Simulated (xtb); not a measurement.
FIn, triplet, geometry from GFN2-xTB (such geometries of metal compounds can be far from the true shape) (the spin is typed, not shown lowest). Base run: GFN2-xTB run with xtb.

Geometry (Å):
```xyz
2

In     0.0000     0.0000    -0.3449
F      0.0000     0.0000     1.8778
```
Charge 0, spin multiplicity 3.
All else is at xtb's defaults.
Base energy -5.79025 Eh.

Each row names what was changed in the base input (with any setting that the change needs).

| change | ΔE vs base (kJ/mol) | dipole (D) | G_solv (kcal/mol) | SCF cycles |
|---|---|---|---|---|
| base | 0.00 | 1.67 | - | 13 |
| alpb = chcl3 | -21.27 | 1.84 | -5.17 | 12 |
| etemp = 1000 | -8.54 | 1.65 | - | 13 |
| gbsa = chcl3 | -13.69 | 1.86 | -3.36 | 12 |
| etemp = 10 | 3.34 | 1.67 | - | 14 |
| alpb = ch2cl2 | -19.41 | 1.80 | -4.69 | 12 |
| acc = 30 | 0.00 | 1.67 | - | 10 |

ALPB and GBSA are two models with their own fitted parameters for each solvent, which aren't always the measured dielectric constant.
